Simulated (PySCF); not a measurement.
B3LYP has the VWN-RPA correlation part, as in Gaussian. Excitations are Tamm–Dancoff values on a coarser integration grid.

Species: H₃FSi, SMILES `F[SiH3]` (charge 0, multiplicity 1).

### Question
Estimate the HOMO–LUMO gap, S1–T1 gap (TDA) and LUMO that B3LYP-D3(BJ)/def2-TZVPD run with PySCF returns for this input.

### Answer

The HOMO–LUMO gap is 9.04 eV. The S1–T1 gap (TDA) is 0.49 eV and the LUMO comes out as -0.58 eV.
